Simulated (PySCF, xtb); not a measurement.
CH3F3O2W, SMILES [F][W]([O]C)([F])(=[O])[F], multiplicity 1.

GFN2-xTB (xtb) at its own geometry gives an orbital gap of 4.89 eV and a dipole moment of 4.00 D.

Geometry optimised at PBE-D3(BJ)/def2-SVP. The multiplicity is an assumed one; other spin states were not compared. The def2 effective core potentials stand for the cores of W; spin–orbit coupling is left out. The values are those of a single conformer.

Q: What does ωB97X/def2-TZVP in PySCF give? (An estimate is asked for; the answer gives what the named calculation found.)

A: gap 10.85 eV (levels -12.08 and -1.23 eV), dipole 3.91 D.
